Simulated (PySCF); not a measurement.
# Correlation energy of La (lanthanum, neutral)

Starting occupation: [Xe] 5d2 6s1, 5d5/2 with m_j = +3/2, +5/2, 6s1/2 with m_j = +1/2. Computed with PySCF 2.14 in x2c-TZVPall-2c with one added diffuse shell each of s, p, d type (12s12p11d2f, 117 functions), with X2C-1e with screened-nucleus spin-orbit coupling, Gaussian nucleus. Frozen: [Ar] 3d10; 29 electrons correlated; the 18 highest virtual spinors left out.

MP2 pair energies summed by pair of shells (mhartree):

| pair | energy | share (%) |
| --- | --- | --- |
| 4d-4d | -223.32 | 30.9 |
| 4d-5p | -127.35 | 17.6 |
| 5p-5p | -88.41 | 12.2 |
| 4d-4p | -66.48 | 9.2 |
| 5d-5p | -43.84 | 6.1 |
| 4d-5s | -26.90 | 3.7 |
| 5p-5s | -25.22 | 3.5 |
| 4p-4p | -23.16 | 3.2 |
| 4d-4s | -18.87 | 2.6 |
| 5p-6s | -14.16 | 2.0 |
| 4p-5p | -10.74 | 1.5 |
| 4p-4s | -9.46 | 1.3 |
| 4p-5s | -8.00 | 1.1 |
| 4d-5d | -7.84 | 1.1 |
| 5d-6s | -6.33 | 0.9 |
| 5s-5s | -5.06 | 0.7 |
| 4d-6s | -3.35 | 0.5 |
| 5d-5s | -3.34 | 0.5 |
| 5d-5d | -3.17 | 0.4 |
| 4s-5p | -2.34 | 0.3 |
| 4s-4s | -1.88 | 0.3 |
| 4p-5d | -1.12 | 0.2 |
| 5s-6s | -0.76 | 0.1 |
| 4s-5s | -0.75 | 0.1 |
| 4p-6s | -0.37 | 0.1 |
| 4s-5d | -0.22 | 0.0 |
| 4s-6s | -0.04 | 0.0 |

Total MP2 correlation energy: -722.48 mhartree.

The GHF reference relaxed away from the jj start to a determinant that is no pure jj level (⟨S²⟩ = 3.79, ⟨J²⟩ = 24.77); the energies belong to that determinant.

This basis was not built for core-valence correlation, so the inner-shell part is incomplete.
